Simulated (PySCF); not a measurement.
**Energy profile**

The step: SiH₃Cl ([SiH3][Cl]) + HF → SiH₂ClF ([F][SiH2][Cl]) + H₂; bonds formed: Si1–F7, H2–H6; bonds broken: Si1–H2, H6–F7 (atoms numbered as in the saddle structure below).

```xyz
7
angstrom
Si -0.3626 -0.0594 0.2315
H 1.0800 -0.8755 -0.0819
H -0.4664 -0.9769 1.3979
H -1.4641 -0.4104 -0.6808
Cl -0.4592 1.7497 1.1832
H 1.1109 -0.1804 -0.7935
F 0.5613 0.7528 -1.2562
```

Electronic energies by CCSD(T) at an estimated basis limit (MP2 extrapolated from triple and quadruple zeta, plus CCSD(T) − MP2 in triple zeta), on PBE0-D4/def2-TZVP structures; SiH$_{4}$ClF, singlet; no counterpoise correction. Program: PySCF 2.14 with density fitting (its default auxiliary sets; JK sets also for MP2 and CCSD(T)). Basis: def2-TZVPP and def2-QZVPP. Cores are frozen in the correlated methods. Extrapolation: Hartree–Fock as exp(−7.88 √X), correlation as X^−2.97.

Task: Give the profile in kcal/mol, counted from the separated reactants. (Judge from chemistry; the value comes from the calculation.)

Result: By the calculation:
| point | kcal/mol |
| --- | --- |
| separated: SiH$_{3}$Cl (linked as [SiH3][Cl]; Si1, H2, H3, H4, Cl5; singlet) + HF (H6, F7; singlet) | 0.00 |
| start structure | -3.25 |
| saddle | 34.60 |
| end structure | -28.76 |
| separated: SiH$_{2}$ClF (linked as [F][SiH2][Cl]; Si1, H3, H4, Cl5, F7; singlet) + H$_{2}$ (H2, H6; singlet) | -28.32 |

The T1 diagnostic stays at or below 0.012.

For scale, one of the runs: CCSD(T)/def2-TZVPP, 171 basis functions, launched by `OMP_NUM_THREADS=4 python run.py`. Time: 3.1 min of wall clock on 4 CPU threads of an Arm Neoverse V1; the host was shared. Peak host memory: 1.5 GiB.
